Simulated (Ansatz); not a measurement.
```xyz
3

Be    0.0000    0.0000    0.0000
H     0.0000    0.9733    0.7468
H     0.0000   -0.9733    0.7468
```

Basis set: pcseg-2 (spherical functions). Charge 0, multiplicity 3.

Computed with Ansatz (development build ahead of 0.2.0); each method stands on the lowest determinant of its kind that the runs found. Restricted functionals stand beside restricted open-shell atoms, which can lie above the unrestricted atoms usual in DFT and then raise those values.

Give the atomization energy at this shape (free ground-state atoms in the same class of orbitals less the molecule, no zero-point energy) of triplet BeH₂ by PBE (unrestricted), PBE (restricted open-shell).

```
                     method  atomization energy
         PBE (unrestricted)             1.82 eV
PBE (restricted open-shell)             1.80 eV
```

Caution: other spin multiplicities may lie lower.

The shape needn't be a minimum at these levels.
